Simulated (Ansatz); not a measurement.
One change: `C[Se]B[SiH3]` becomes `CSB[SiH3]`.

Ansatz, PBE0-D4/def2-TZVP geometries, multiplicity 1. Each molecule was computed in one conformer, which needn't be the lowest.

Scalar relativity is left out up to krypton.

```
                                      property  `C[Se]B[SiH3]`
         HOMO–LUMO gap (B3LYP/def2-TZVPP) / eV            5.50
size of the dipole moment (PBE/def2-TZVPP) / D            2.35
         LUMO energy (ωB97M-V/def2-TZVPP) / eV            0.21
          HOMO–LUMO gap (PBE0/def2-TZVPP) / eV            5.87
       HOMO–LUMO gap (ωB97M-V/def2-TZVPP) / eV            9.90
            HOMO energy (PBE0/def2-TZVPP) / eV           -7.57
```

(1) What does the change do to each property? (Best estimate.)

## Answers

(1) Ansatz gave: 
```json
{"property": "HOMO–LUMO gap (B3LYP/def2-TZVPP) / eV", "`CSB[SiH3]`": "6.05", "shift": "0.55"}
{"property": "size of the dipole moment (PBE/def2-TZVPP) / D", "`CSB[SiH3]`": "2.44", "shift": "0.09"}
{"property": "LUMO energy (ωB97M-V/def2-TZVPP) / eV", "`CSB[SiH3]`": "0.41", "shift": "0.20"}
{"property": "HOMO–LUMO gap (PBE0/def2-TZVPP) / eV", "`CSB[SiH3]`": "6.45", "shift": "0.58"}
{"property": "HOMO–LUMO gap (ωB97M-V/def2-TZVPP) / eV", "`CSB[SiH3]`": "10.56", "shift": "0.66"}
{"property": "HOMO energy (PBE0/def2-TZVPP) / eV", "`CSB[SiH3]`": "-7.99", "shift": "-0.42"}
```

With PBE0 the HOMO falls by 0.42 eV and the LUMO rises by 0.16 eV, so the gap widens by about 0.58 eV. PBE moves the HOMO by -0.33 eV and ωB97M-V by -0.47 eV. Dipoles are sizes alone; their direction can turn.

B3LYP here is the variant with VWN-RPA as its local correlation; programs differ in this.

Spin–orbit coupling is left out; it splits and shifts lone-pair levels of the heavy atoms by tenths of an eV.
